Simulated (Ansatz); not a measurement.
Abridged output of a molecular run in Ansatz:

```
Functional definition: HF
1177 factors; integrals over basis functions are off by at most 8.2e-4 eV
mean field evaluation 1: about -22128.6960 eV, gradient 3.0e1 eV
mean field evaluation 2: about -22128.9145 eV, gradient 3.0e1 eV
mean field evaluation 4: about -22131.7086 eV, gradient 3.4e0 eV
mean field evaluation 8: about -22131.7699 eV, gradient 2.4e-1 eV
mean field -22131.77034059 eV, -813.3275585639 hartree, gradient 2.3e-6 eV, S^2 0.000000; 0 other end points of the search recorded, 0 dependent functions left out
12 core orbitals not correlated: weight in the atoms' cores, before any rotation towards them, 1.000 or more for the frozen orbitals, at most 0.000 for the correlated occupied ones
reference -22131.77034059 eV, -813.3275585639 hartree; 11, 11 occupied and 179, 179 virtual orbitals, 1177 factors
second order -15.67758159 eV of doubles, -0.00000000 eV of singles
cycle   1  -16.44798942 eV  change   -7.7e-1 eV  update   9.2e-2
cycle   2  -16.87678973 eV  change   -4.3e-1 eV  update   2.8e-2
cycle   3  -16.95805732 eV  change   -8.1e-2 eV  update   1.4e-2
cycle   4  -16.94932060 eV  change    8.7e-3 eV  update   4.4e-3
cycle   5  -16.94823832 eV  change    1.1e-3 eV  update   2.0e-3
cycle   6  -16.94827615 eV  change   -3.8e-5 eV  update   7.4e-4
cycle   7  -16.94818757 eV  change    8.9e-5 eV  update   2.9e-4
cycle   8  -16.94828216 eV  change   -9.5e-5 eV  update   1.4e-4
cycle   9  -16.94830461 eV  change   -2.2e-5 eV  update   5.4e-5
cycle  10  -16.94827291 eV  change    3.2e-5 eV  update   2.2e-5
cycle  11  -16.94828670 eV  change   -1.4e-5 eV  update   9.8e-6
perturbative correction -0.78612343 eV, -0.0288895033 hartree
Total energy: -22149.50475072 eV, -813.9792861154 hartree
```

Its atoms:

```xyz
8

Cl   -0.167   -0.130   -2.772
B     0.207   -0.004   -1.092
C    -0.237    0.900    0.037
Si    0.242   -0.910    0.610
H     0.557    1.400    0.600
H    -1.153    1.486    0.030
H     1.324   -0.814    1.615
H    -0.774   -1.929    0.973
```

Task: Which basis set was used?
A. cc-pV(D+d)Z
B. def2-TZVPP
C. def2-SVPD
D. def2-SVP

Result: B. It gives 202 functions.

Task: Write the keys of the input that set method, charge and spin (a neutral closed shell needs none for the last two).

Result: 
```yaml
correlation: {method: ccsd_t}
```
